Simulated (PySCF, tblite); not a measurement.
C₇H₁₂NP.
Numbering: `[CH2:1]=[CH:2][CH2:3][P:4]([CH3:5])[CH2:6][CH2:7][C:8]#[N:9]` (hydrogens: H10, H11 on C1; H12 on C2; H13, H14 on C3; H15, H16, H17 on C5; H18, H19 on C6; H20, H21 on C7)

Structure used (GFN2-xTB), in Å, numbered top down from 1:
```
atom  x, y, z in Å
C1    -2.6740   -1.4854   -0.1138
C2    -2.3914   -0.4778    0.6924
C3    -1.6555    0.7470    0.2765
P4     0.0240    0.8177    1.1032
C5     0.6556    2.3202    0.2218
C6     0.8397   -0.4892    0.0464
C7     2.2903   -0.7191    0.4811
C8     2.9125   -1.7076   -0.3606
N9     3.3811   -2.4865   -1.0541
H10   -2.3980   -1.4722   -1.1562
H11   -3.1992   -2.3604    0.2283
H12   -2.6768   -0.5153    1.7357
H13   -1.5314    0.7825   -0.8095
H14   -2.1954    1.6399    0.6061
H15    0.1323    3.1942    0.6050
H16    0.5025    2.2485   -0.8545
H17    1.7164    2.4454    0.4310
H18    0.2677   -1.4135    0.1686
H19    0.8012   -0.1987   -1.0083
H20    2.3235   -1.0615    1.5194
H21    2.8659    0.2087    0.4069
```

The calculation used PBE0/pcSseg-1 in PySCF (dipole) on a GFN2-xTB geometry, gas phase.

Take the most abundant isotopes and a rigid rotor. The values belong to one conformer with, in the numbering `[CH2:1]=[CH:2][CH2:3][P:4]([CH3:5])[CH2:6][CH2:7][C:8]#[N:9]`, C1–C2–C3–P4 -112°, C2–C3–P4–C5 174°, C3–P4–C6–C7 -179°, P4–C6–C7–C8 -179°.

(1) What are A, B and C (MHz)?

(2) What kind of rotor is it?

(3) What does the inertial defect say?

(4) Where do the levels up to J = 2 lie, in MHz?

(5) Which types of transition are allowed, and where do some lines up to J = 4 fall?

(6) Estimate the classical rotational partition function at 10 K, 100 K and 298.15 K.

Answers

(1) Ia = 287.24, Ib = 657.10, Ic = 872.72 u·Å²; 505379 MHz·u·Å²/I gives A = 1759, B = 769.1, C = 579.1 MHz.

(2) An asymmetric top: κ = (2 × 769.1 − 1759 − 579.1)/(1759 − 579.1) = -0.68.

(3) Not planar: Δ = Ic − Ia − Ib = -71.62 u·Å². For a rigid frame Δ = −2 Σ m c², so Σ m c² = 35.81 u·Å² lies off the ab plane: 13.16 from hydrogen and 22.65 from heavier atoms. The atom farthest from that plane is 1.73 Å away.

(4) Above 0(0,0):
J = 1: 1(0,1) 1348, 1(1,1) 2338, 1(1,0) 2529
J = 2: 2(0,2) 4020, 2(1,2) 4845, 2(1,1) 5415, 2(2,1) 8386, 2(2,0) 8411
The levels of one J sum to (2J + 1)J(J + 1)(A + B + C)/3.

(5) The dipole components are |μa| = 3.33 D, |μb| = 2.22 D, |μc| = 0.01 D. Intensities carry the squares of the components, which stand as 1.00 : 0.44 : 0.00 (a : b : c). Some lines, for components of 0.1 D or more:

| type | branch | J(Ka,Kc) | MHz | lower level (cm⁻¹) |
| --- | --- | --- | --- | --- |
| a | Q | 3(1,2) ← 3(1,3) | 1138 | 0.287 |
| b | Q | 1(1,0) ← 1(0,1) | 1180 | 0.045 |
| a | R | 1(0,1) ← 0(0,0) | 1348 | 0.000 |
| b | Q | 2(1,1) ← 2(0,2) | 1395 | 0.134 |
| b | R | 1(1,1) ← 0(0,0) | 2338 | 0.000 |
| a | R | 2(1,2) ← 1(1,1) | 2506 | 0.078 |
| b | Q | 4(2,2) ← 4(1,3) | 2707 | 0.515 |
| b | Q | 3(2,1) ← 3(1,2) | 2824 | 0.324 |
| a | R | 2(1,1) ← 1(1,0) | 2886 | 0.084 |
| b | R | 4(1,3) ← 3(2,2) | 3014 | 0.415 |
| b | R | 3(0,3) ← 2(1,2) | 3123 | 0.162 |
| b | R | 2(1,2) ← 1(0,1) | 3497 | 0.045 |
| b | Q | 2(2,1) ← 2(1,2) | 3541 | 0.162 |
| a | R | 3(1,3) ← 2(1,2) | 3745 | 0.162 |
| a | R | 3(2,2) ← 2(2,1) | 4045 | 0.280 |
| a | R | 3(2,1) ← 2(2,0) | 4141 | 0.281 |
| a | R | 3(1,2) ← 2(1,1) | 4313 | 0.181 |
| b | R | 4(0,4) ← 3(1,3) | 4545 | 0.287 |
| b | R | 3(1,3) ← 2(0,2) | 4570 | 0.134 |
| a | R | 4(1,4) ← 3(1,3) | 4969 | 0.287 |
| a | R | 4(2,3) ← 3(2,2) | 5373 | 0.415 |
| b | Q | 3(3,1) ← 3(2,2) | 5441 | 0.415 |
| a | R | 4(2,2) ← 3(2,1) | 5599 | 0.419 |
| a | R | 4(1,3) ← 3(1,2) | 5717 | 0.324 |
| b | R | 3(2,2) ← 2(1,1) | 7015 | 0.181 |
| b | R | 4(2,3) ← 3(1,2) | 8076 | 0.324 |

(6) Point group C1, symmetry number σ = 1; q = (√π/σ)·√((kT/h)³/(ABC)), k/h = 20836.6 MHz/K: 6020 at 10 K, 190000 at 100 K, 980000 at 298.15 K.

Its GFN2-xTB frequencies are all real (lowest 40 cm⁻¹). Constants of a rigid frame at the computed geometry: no zero-point averaging, no centrifugal distortion. A rigid rotor knows nothing of internal rotation, which can split or shift real lines. Quadrupole hyperfine structure (14N) is left out.
